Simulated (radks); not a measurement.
The numbers below are computed, except where a source is named.
Task: Successive ionisation energies (eV) of one element, from differences of total energies of ions in their ground configurations, starting at charge 22: 636.75, 683.00, 730.41, 778.96, 828.62, 879.38, 1135.8, 1186.0, 1236.9, 1288.3, 1340.4, 1393.0, 1446.2, 1499.9, 1554.3, 1609.1, 1864.4, 1919.9, 1975.6, 2031.6, 2087.7, 2144.0. Level of theory: Dirac Kohn-Sham, PBE, spin-unpolarised, spherical densities, point nucleus; open shells are shared between the two j in proportion to 2j + 1 (a radial shooting solver on a logarithmic mesh with Libxc functionals). Which element is it?

Result: Tungsten (Z = 74). The first species listed is W22+ in [Kr] 4d10 4f6, the last W43+ in [Ar] 3d10 4s2 4p1.
